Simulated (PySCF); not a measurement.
Input for PySCF:
```python
from pyscf import gto, scf, dft

mol = gto.Mole()
mol.atom = '''
    C     1.833689    1.325901    1.253079
    C     1.638261   -0.137298    0.891903
    C     2.898006   -0.795518    0.365248
    Te    0.028431   -0.330112   -0.623474
    C    -1.658865    0.412050    0.616104
    C    -2.114105    1.751797    0.060323
    C    -2.759178   -0.634839    0.589254
    H     2.205617    1.894829    0.403294
    H     2.578448    1.384008    2.046008
    H     0.920301    1.789616    1.622854
    H     1.240619   -0.691068    1.750106
    H     2.726934   -1.836703    0.093507
    H     3.658303   -0.774378    1.144898
    H     3.294525   -0.263458   -0.498491
    H    -1.249361    0.522684    1.624303
    H    -1.312905    2.489337    0.065041
    H    -2.497959    1.651469   -0.953728
    H    -2.922665    2.127850    0.686862
    H    -2.418127   -1.590680    0.983941
    H    -3.147207   -0.782624   -0.417767
    H    -3.581781   -0.287643    1.214361
'''
mol.basis = 'def2-svp'
mol.ecp = {'Te': 'def2-svp'}
mol.charge = 1
mol.spin = 3
mol.verbose = 4
mol.build()

mf = dft.UKS(mol)
mf.xc = 'pbe0'
mf = mf.density_fit(auxbasis='def2-universal-jkfit')
mf.kernel()
```

Problem. What is the computed total energy (DF-PBE0/def2-SVP in PySCF)?

Solution. -504.176872 Ha

Problem. Give the nuclear repulsion energy at the level DF-PBE0/def2-SVP.

Solution. 444.3651 Eh

Problem. What number of basis functions does DF-PBE0/def2-SVP give?

Solution. 180

Problem. What Mulliken (on the basis functions themselves) charges in atom order does DF-PBE0/def2-SVP give?

Solution. C1 -0.05, C2 -0.43, C3 -0.03, Te4 0.61, C5 -0.43, C6 -0.03, C7 -0.03, H8 0.09, H9 0.13, H10 0.08, H11 0.14, H12 0.09, H13 0.12, H14 0.09, H15 0.12, H16 0.07, H17 0.09, H18 0.10, H19 0.08, H20 0.08, H21 0.10

These values belong to the state on which the SCF converged, which isn't shown to be the lowest.
